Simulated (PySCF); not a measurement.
CH5N2S, SMILES NC([NH3+])=S, charge +1.

Geometry optimised at PBE-D3(BJ)/def2-SVP. The isomer is the one that the SMILES or the coordinates give; other isomers of the formula were not compared. One conformer was computed; it need not be the lowest.

All values below come from PBE-D3(BJ)/def2-SVP run with PySCF.

Frequencies are harmonic and unscaled.

List the normal modes with their intensities. (The exact figures need the calculation; the answer reports its results.)


```tsv
mode	ν (cm⁻¹)	IR (km/mol)	moving atoms (share of kinetic energy)
1	140	2.1	H 96 %
2	314	62.0	H 80 %, N 13 %
3	362	4.5	N 43 %, H 25 %, S 24 %, C 9 %
4	422	3.8	N 44 %, H 31 %, S 17 %
5	505	101.2	C 51 %, H 46 %
6	579	54.9	H 76 %, N 14 %, C 9 %
7	618	22.5	N 53 %, C 22 %, H 17 %, S 8 %
8	867	24.1	H 29 %, S 28 %, C 26 %, N 17 %
9	947	0.9	H 71 %, N 26 %
10	951	5.4	H 69 %, N 16 %, C 15 %
11	1156	65.1	H 45 %, C 32 %, N 21 %
12	1371	162.6	H 84 %, N 16 %
13	1474	96.1	H 55 %, C 39 %
14	1522	88.7	H 95 %
15	1554	40.8	H 96 %
16	1608	240.9	H 43 %, C 31 %, N 25 %
17	3253	36.6	H 98 %
18	3359	117.5	H 91 %, N 9 %
19	3362	100.0	H 91 %, N 9 %
20	3464	170.4	H 96 %
21	3582	115.4	H 90 %, N 10 %
```
